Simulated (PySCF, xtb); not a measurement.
H8OSi3, SMILES [SiH]([SiH3])([SiH3])O. Other conformers were not sampled.

Harmonic wavenumbers (cm⁻¹) from xtb with GFN2-xTB at its own minimum, in rising order: 40, 41, 96, 171, 172, 246, 379, 395, 415, 440, 456, 504, 605, 675, 766, 778, 803, 810, 821, 826, 830, 854, 2167, 2179, 2194, 2222, 2224, 2232, 2241, 3693.

Task: What does PBE-D3(BJ)/def2-SVP (PySCF) give at its own minimum? (An estimate is asked for; the answer gives what the named calculation found.)

Result: 82, 88, 104, 139, 146, 233, 358, 391, 409, 496, 500, 528, 691, 746, 806, 823, 854, 879, 895, 900, 901, 907, 2137, 2141, 2152, 2152, 2161, 2162, 2166, 3755. Paired by order, the mean absolute difference is 47 cm⁻¹ and the zero-point energies are 43.3 and 43.9 kcal/mol.
